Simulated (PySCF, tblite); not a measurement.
Isomers of C4H8OSSi. Computed with GFN2-xTB (tblite): harmonic, unscaled wavenumbers at the GFN2-xTB geometry, gas phase. The method is semi-empirical: single wavenumbers can be off by several per cent or more. Modes of hydrogen on silicon can be 10 to 20 % off. One conformer each.

Electronic energies: PBE0/pcSseg-1 single points on the GFN2-xTB geometries (PySCF, gas phase).

| SMILES | electronic energy, lowest = 0 (kJ/mol) |
| --- | --- |
| C=C(C=O)[SiH2]SC | 7.2 |
| C=CO[SiH2]SC=C | 10.0 |
| O=C[C@H]1CSC[SiH2]1 | 0.0 |

Question: How do GFN2-xTB zero-point energies change the relative energies?

Answer: 
| SMILES | ZPE (kJ/mol) | of it from modes above 1550 cm⁻¹ | electronic (kJ/mol) | with ZPE, lowest = 0 (kJ/mol) | lowest mode (cm⁻¹) | rings |
| --- | --- | --- | --- | --- | --- | --- |
| O=C[C@H]1CSC[SiH2]1 | 282.2 | 143.7 | 0.0 | 0.0 | 46 | 1 |
| C=C(C=O)[SiH2]SC | 275.8 | 156.2 | 7.2 | 0.8 | 40 | 0 |
| C=CO[SiH2]SC=C | 278.1 | 159.0 | 10.0 | 5.9 | 51 | 0 |

The zero-point energies span 6.4 kJ/mol, from `C=C(C=O)[SiH2]SC` to `O=C[C@H]1CSC[SiH2]1`. The order is unchanged.

Question: And how do the electronic energies of GFN2-xTB itself compare?

Answer: `O=C[C@H]1CSC[SiH2]1` 117.1; `C=C(C=O)[SiH2]SC` 136.2; `C=CO[SiH2]SC=C` 0.0 kJ/mol, lowest = 0. Against the energies above, taken from the same isomer `O=C[C@H]1CSC[SiH2]1`, the largest difference is 127.1 kJ/mol.
